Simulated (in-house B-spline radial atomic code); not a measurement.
RPA and G0W0 for the oxygen ion O⁴⁺, [He] 2s2, as one setting changes: the share of exact exchange in the PBE hybrid start. A dash marks a level of low quasi-particle weight. Computed with an all-electron radial atomic-structure program (B-spline basis): all electrons, non-relativistic, point nucleus, each spin shell either full or empty, empty states to l = 9 with an (l + 1/2)⁻⁴ tail; G0W0 by contour deformation at full frequency.

```csv
share of exact exchange in the PBE hybrid start,mean-field level (eV),G0W0 level (eV),RPA correlation (Eh)
0,-102.63,2s -113.87,-0.27299
0.1,-103.61,2s -113.82,-0.2592
0.2,-104.59,2s -113.77,-0.24767
0.3,-105.57,2s -113.71,-0.23784
0.4,?,?,?
0.5,-107.52,2s -113.60,-0.22182
0.6,-108.49,2s -113.55,-0.21516
0.7,?,?,?
0.8,-110.44,2s -113.46,-0.2038
0.9,-111.41,2s -113.41,-0.19888
1,-112.38,2s -113.37,-0.19438
```

Q: What belongs in the row for 0.7?

A: mean-field level (eV): -109.47; G0W0 level (eV): 2s -113.50; RPA correlation (Eh): -0.20919.

Q: What belongs in the row for 0.4?

A: mean-field level (eV): -106.54; G0W0 level (eV): 2s -113.66; RPA correlation (Eh): -0.22931.
